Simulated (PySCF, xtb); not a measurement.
**C8H9F5O2: 5 structures ranked**

5 gas-phase structures of C8H9F5O2, from a drawn sample of its isomers (lower ones may exist). Each was relaxed with GFN2-xTB; where two conformers were screened, the lower at r2SCAN-D4/def2-SVP is listed:

A. `O=C(O)[C@@H]1CCC(F)(F)C[C@@H]1C(F)(F)F`, a singlet
B. `O=C(O)[C@@H]1C[C@H](C(F)(F)F)CC(F)(F)C1`, a singlet
C. `C=C(C)CCOC(=O)C(F)(F)C(F)(F)F`, a singlet
D. `O=C(O)C1(C(F)(F)F)CCC(F)(F)CC1`, a singlet
E. `C[C@@]1(C(=O)O)CC(F)(F)C[C@@H]1C(F)(F)F`, a singlet

Problem. Which do you expect lowest at r2SCAN-D4/def2-SVP, and how would the others follow?

Solution. Calculated order at r2SCAN-D4/def2-SVP: B (0.0), A (1.9), D (7.8), E (37.2), C (234.8) kJ/mol. Less than 1 kcal/mol parts B and A, so the order within that pair means little.

Energies above the lowest of each column, in kJ/mol; the last columns are at PBE-D3(BJ)/def2-SVP geometries and were run for some of them only (a dash: not run or not comparable):

| structure | GFN2-xTB | HF/STO-3G | r2SCAN-D4/def2-SVP | PBE-D3(BJ)/def2-SVP | PBE0-D4/def2-TZVP |
| --- | --- | --- | --- | --- | --- |
| B | 0.0 | 0.0 | 0.0 | 0.0 | 0.0 |
| A | 0.8 | 8.7 | 1.9 | 0.2 | 8.0 |
| D | 8.1 | 12.6 | 7.8 | – | – |
| E | 16.5 | 25.7 | 37.2 | – | – |
| C | 252.3 | 268.1 | 234.8 | 223.4 | 231.5 |

Every level run on B puts it lowest or level with the lowest. Some further structures that were screened fall inside this span and aren't listed. Flexible structures stand in one conformer each, not always the lowest. Frequencies (GFN2-xTB) were run for A, B, C alone.

Over these structures GFN2-xTB departs from r2SCAN-D4/def2-SVP by 8.1 kJ/mol on average once a common shift is removed. A GFN2-xTB relaxation took about 0.3 s and the r2SCAN-D4/def2-SVP energy about 44 s on a shared host (PySCF 2.14.0, xtb 6.7.1).
